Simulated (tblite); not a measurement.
A tight-binding relaxation on `CCC#[N+][GaH2-][N](C)C`.

Computed with GFN2-xTB geometry optimisation, gas phase (tblite 0.8.0). Start geometry: from a force field or distance geometry. The input is one job of a driver script: a line of settings, then coordinates in Å.

Command:
```bash
OMP_NUM_THREADS=1 python probes_run.py task.json out
```

Input:
```
{"job": {"kind": "relax", "xc": "GFN2-xTB", "basis": "xTB"}, "charge": 0, "multiplicity": 1}
C      2.956500    -2.176300    -0.170500
C      2.827300    -1.517900     1.193000
C      1.622300    -0.715500     1.287000
N      0.649800    -0.065700     1.335900
Ga    -0.908400     0.951700     1.433700
N     -1.442900     1.458700    -0.363600
C     -2.648300     2.286200    -0.301100
C     -1.681200     0.260500    -1.156100
H      3.880200    -2.785900    -0.212800
H      2.990800    -1.398100    -0.959000
H      2.074200    -2.839800    -0.359000
H      2.795100    -2.311000     1.988500
H      3.708600    -0.870300     1.392800
H     -2.077900     0.090300     2.108200
H     -0.634600     2.286300     2.301500
H     -2.951000     2.604200    -1.306400
H     -3.490400     1.730900     0.175300
H     -2.450300     3.197800     0.292200
H     -0.759900    -0.347900    -1.223400
H     -1.970700     0.538500    -2.190000
H     -2.498100    -0.359700    -0.709000
```

Q: Give the output.

A: 
```
step      E/eV     max force
  0    -661.81703    2.422
  1    -661.90790    4.699
  2    -662.03961    1.221
  3    -662.08574    0.562
  4    -662.11015    0.293
  5    -662.11910    0.297
  6    -662.13473    0.228
  7    -662.14130    0.298
  8    -662.14916    0.313
  9    -662.15768    0.251
... (197 lines left out)
207    -662.52998    0.021
208    -662.53011    0.031
209    -662.53019    0.026
210    -662.53024    0.021
211    -662.53029    0.014
212    -662.53034    0.016
213    -662.53040    0.015
214    -662.53045    0.020
215    -662.53049    0.014
216    -662.53052    0.009
```

«max force» is the largest atomic force in eV/Å.

Q: From which step on does the largest force stay under 0.1 eV/Å, and how much energy is left to gain from there?

A: From step 181 (0.067 eV/Å), 12.5 meV above the end.

In short: energy lowered by 16.5 kcal/mol over 216 steps; largest atomic force 0.009 eV/Å at the end.

Q: Give the final coordinates.

A: 1.296 Å rms from the input after alignment:
```
atom  x, y, z in Å
C1     2.2315   -1.5358   -0.4157
C2     2.6457   -0.8153    0.8731
C3     1.4820   -0.3682    1.5755
N4     0.5130   -0.0256    2.0950
Ga5   -1.4674    0.5282    1.9272
N6    -1.6243    0.7603    0.1048
C7    -1.3000    2.0012   -0.5610
C8    -1.9896   -0.2918   -0.8157
H9     3.1171   -1.8691   -0.9503
H10    1.6633   -0.8661   -1.0565
H11    1.6122   -2.3995   -0.1862
H12    3.2189   -1.4847    1.5215
H13    3.2637    0.0571    0.6418
H14   -2.0776   -0.7831    2.4424
H15   -1.3901    1.8318    2.7298
H16   -0.4177    1.8994   -1.2115
H17   -2.1343    2.3505   -1.1836
H18   -1.0855    2.7596    0.1973
H19   -2.2469   -1.1855   -0.2407
H20   -1.1669   -0.5419   -1.5033
H21   -2.8560   -0.0049   -1.4267
```

On one thread of an Arm Neoverse V2, no GPU, shared host with 96 logical CPUs at a one-minute load of 71, this took 1.6 s of wall time.
Labels such as C1 count atoms from 1, the log's own numbers from 0.
